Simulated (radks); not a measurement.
Values are calculated unless marked as measured or tabulated.
All-electron atom: Si V in [Ne].

Level of theory: non-relativistic Kohn-Sham, BP86, spin-polarised, spherical densities, point nucleus (a radial shooting solver on a logarithmic mesh with Libxc functionals).

Energy parts (eV):
total: -7771.623
kinetic: 7762.628
electron-nucleus: -17976.016
Hartree: 2975.326
exchange-correlation: -533.562

Orbitals (lengths in bohr, moments of r in powers of bohr; r(max) is where P^2 peaks):
\begin{tabular}{lrrrr}
orbital & occ. & eigenvalue (eV) & r(max) & <r> \\ \hline
1s & 2 & -1837.293 & 0.07295 & 0.1116 \\
2s & 2 & -191.7945 & 0.4550 & 0.5658 \\
2p & 6 & -148.6395 & 0.3866 & 0.5311 \\
\end{tabular}

The highest occupied level is 2p at -148.64 eV. For comparison, the ionisation energy in NIST's Atomic Spectra Database is 166.77 eV (measured). In exact Kohn-Sham theory the highest level is minus the ionisation energy, but local and semilocal functionals leave it too shallow, through self-interaction and a potential that decays too fast; potentials with the right tail come closer. The density falls to 0.001 e/bohr^3 at r = 1.79 bohr.
